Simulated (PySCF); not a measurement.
Working out the ionisation energy of Ni¹⁰⁺

Ni¹⁰⁺ [Ar] (1S) → Ni¹¹⁺ [Ne] 3s2 3p5 (2P). Calculation: PySCF 2.14, in an even-tempered Gaussian basis (17 s from 0.59 bohr⁻², ratio 2.5; 12 p from 0.76 bohr⁻², ratio 2.5; 5 d from 5.6 bohr⁻², ratio 2.7; 4 f from 8.4 bohr⁻², ratio 2.7); no relativity, point nucleus. Frozen: 1s2; the 20 highest virtual orbitals dropped. Energies in hartree (1 hartree = 27.21139 eV):

```
             part  Ni¹⁰⁺ (lower)  Ni¹¹⁺ (upper)
              UHF   -1470.017607   -1458.318920
MP2 opposite-spin      -0.418445      -0.398582
    MP2 same-spin      -0.161024      -0.147987
```

Task: What does Hartree-Fock give?

Result: (-1458.318920) − (-1470.017607) = 11.698687 hartree = 318.337 eV.

Task: What do MP2 and SCS-MP2 (6/5 opposite-spin, 1/3 same-spin) give?

Result: The opposite-spin parts differ by 0.540 eV and the same-spin parts by 0.355 eV. MP2: 318.337 + (0.540) + (0.355) = 319.232 eV. SCS-MP2: 318.337 + 1.2 × (0.540) + (0.355)/3 = 319.103 eV.

A first-order spin-orbit estimate adds -0.893 eV to MP2 (outer shells), giving 318.339 eV against 319.5 ± 0.7 eV (semi-empirical (NIST evaluation); NIST Atomic Spectra Database, ionization energies).

The calculation is non-relativistic.

What remains against the reference includes basis incompleteness, the frozen core and correlation beyond second order.
